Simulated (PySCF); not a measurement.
C3H7NSi, SMILES CC1=NC[SiH2]1.

Geometry: PBE0-D3(BJ)/def2-SVP. The structure was generated by enumeration, and PubChem lists no compound with its InChIKey, so it may never have been made.

Computed with PBE0-D3(BJ)/def2-SVP (PySCF).

Frequencies are harmonic and unscaled.

```json
[
 {"mode": "1", "ν (cm⁻¹)": "134", "IR (km/mol)": "4.8", "moving atoms (share of kinetic energy)": "H 88 %"},
 {"mode": "2", "ν (cm⁻¹)": "200", "IR (km/mol)": "9.4", "moving atoms (share of kinetic energy)": "H 53 %, N 37 %, C 9 %"},
 {"mode": "3", "ν (cm⁻¹)": "286", "IR (km/mol)": "0.0", "moving atoms (share of kinetic energy)": "H 51 %, C 49 %"},
 {"mode": "4", "ν (cm⁻¹)": "299", "IR (km/mol)": "4.6", "moving atoms (share of kinetic energy)": "C 36 %, H 31 %, Si 20 %, N 13 %"},
 {"mode": "5", "ν (cm⁻¹)": "495", "IR (km/mol)": "5.3", "moving atoms (share of kinetic energy)": "H 89 %"},
 {"mode": "6", "ν (cm⁻¹)": "538", "IR (km/mol)": "16.8", "moving atoms (share of kinetic energy)": "Si 44 %, C 31 %, N 18 %"},
 {"mode": "7", "ν (cm⁻¹)": "589", "IR (km/mol)": "3.7", "moving atoms (share of kinetic energy)": "C 51 %, H 31 %, Si 12 %"},
 {"mode": "8", "ν (cm⁻¹)": "638", "IR (km/mol)": "10.7", "moving atoms (share of kinetic energy)": "H 75 %, C 19 %"},
 {"mode": "9", "ν (cm⁻¹)": "725", "IR (km/mol)": "17.2", "moving atoms (share of kinetic energy)": "C 47 %, H 44 %"},
 {"mode": "10", "ν (cm⁻¹)": "779", "IR (km/mol)": "101.5", "moving atoms (share of kinetic energy)": "H 59 %, Si 21 %, C 14 %"},
 {"mode": "11", "ν (cm⁻¹)": "816", "IR (km/mol)": "24.4", "moving atoms (share of kinetic energy)": "H 63 %, C 27 %"},
 {"mode": "12", "ν (cm⁻¹)": "934", "IR (km/mol)": "62.9", "moving atoms (share of kinetic energy)": "H 56 %, C 22 %, N 18 %"},
 {"mode": "13", "ν (cm⁻¹)": "951", "IR (km/mol)": "54.5", "moving atoms (share of kinetic energy)": "H 81 %, N 10 %"},
 {"mode": "14", "ν (cm⁻¹)": "1009", "IR (km/mol)": "0.0", "moving atoms (share of kinetic energy)": "H 65 %, C 35 %"},
 {"mode": "15", "ν (cm⁻¹)": "1050", "IR (km/mol)": "11.2", "moving atoms (share of kinetic energy)": "C 38 %, N 33 %, H 29 %"},
 {"mode": "16", "ν (cm⁻¹)": "1136", "IR (km/mol)": "2.2", "moving atoms (share of kinetic energy)": "H 86 %, C 8 %"},
 {"mode": "17", "ν (cm⁻¹)": "1178", "IR (km/mol)": "6.0", "moving atoms (share of kinetic energy)": "H 60 %, C 38 %"},
 {"mode": "18", "ν (cm⁻¹)": "1254", "IR (km/mol)": "5.9", "moving atoms (share of kinetic energy)": "C 56 %, H 37 %"},
 {"mode": "19", "ν (cm⁻¹)": "1385", "IR (km/mol)": "12.8", "moving atoms (share of kinetic energy)": "H 58 %, C 39 %"},
 {"mode": "20", "ν (cm⁻¹)": "1422", "IR (km/mol)": "0.2", "moving atoms (share of kinetic energy)": "H 91 %, C 9 %"},
 {"mode": "21", "ν (cm⁻¹)": "1437", "IR (km/mol)": "15.1", "moving atoms (share of kinetic energy)": "H 96 %"},
 {"mode": "22", "ν (cm⁻¹)": "1440", "IR (km/mol)": "13.4", "moving atoms (share of kinetic energy)": "H 96 %"},
 {"mode": "23", "ν (cm⁻¹)": "1693", "IR (km/mol)": "39.0", "moving atoms (share of kinetic energy)": "C 59 %, N 38 %"},
 {"mode": "24", "ν (cm⁻¹)": "2206", "IR (km/mol)": "127.7", "moving atoms (share of kinetic energy)": "H 98 %"},
 {"mode": "25", "ν (cm⁻¹)": "2216", "IR (km/mol)": "126.0", "moving atoms (share of kinetic energy)": "H 96 %"},
 {"mode": "26", "ν (cm⁻¹)": "3050", "IR (km/mol)": "9.7", "moving atoms (share of kinetic energy)": "H 97 %"},
 {"mode": "27", "ν (cm⁻¹)": "3081", "IR (km/mol)": "18.8", "moving atoms (share of kinetic energy)": "H 95 %"},
 {"mode": "28", "ν (cm⁻¹)": "3138", "IR (km/mol)": "7.0", "moving atoms (share of kinetic energy)": "H 90 %, C 10 %"},
 {"mode": "29", "ν (cm⁻¹)": "3139", "IR (km/mol)": "1.8", "moving atoms (share of kinetic energy)": "H 91 %, C 9 %"},
 {"mode": "30", "ν (cm⁻¹)": "3167", "IR (km/mol)": "4.5", "moving atoms (share of kinetic energy)": "H 90 %, C 10 %"}
]
```
